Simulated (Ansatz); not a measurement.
`NC(=O)N[SiH3]` and `NC=O` differ in one atom or group.

Ansatz, PBE0-D4/def2-TZVP geometries, multiplicity 1. Each molecule was computed in one conformer, which needn't be the lowest.

| property | `NC(=O)N[SiH3]` |
| --- | --- |
| HOMO energy (PBE/def2-TZVPP) / eV | -6.18 |
| HOMO energy (B3LYP/def2-TZVPP) / eV | -7.55 |
| HOMO–LUMO gap (B3LYP/def2-TZVPP) / eV | 7.47 |
| size of the dipole moment (PBE/def2-TZVPP) / D | 4.04 |
| LUMO energy (ωB97M-V/def2-TZVPP) / eV | 1.68 |
| HOMO–LUMO gap (ωB97M-V/def2-TZVPP) / eV | 11.88 |

**Question.** Give the same properties after the change, and the shifts. (An estimate is asked.)

**Answer.** Ansatz gave: 
```tsv
property	`NC=O`	shift
HOMO energy (PBE/def2-TZVPP) / eV	-5.94	0.24
HOMO energy (B3LYP/def2-TZVPP) / eV	-7.36	0.19
HOMO–LUMO gap (B3LYP/def2-TZVPP) / eV	7.65	0.18
size of the dipole moment (PBE/def2-TZVPP) / D	3.82	-0.22
LUMO energy (ωB97M-V/def2-TZVPP) / eV	2.36	0.68
HOMO–LUMO gap (ωB97M-V/def2-TZVPP) / eV	12.39	0.51
```

With PBE0 the HOMO rises by 0.21 eV and the LUMO rises by 0.36 eV, so the gap widens by about 0.15 eV. PBE moves the HOMO by 0.24 eV and ωB97M-V by 0.16 eV. Dipoles are sizes alone; their direction can turn.

B3LYP here is the variant with VWN-RPA as its local correlation; programs differ in this.
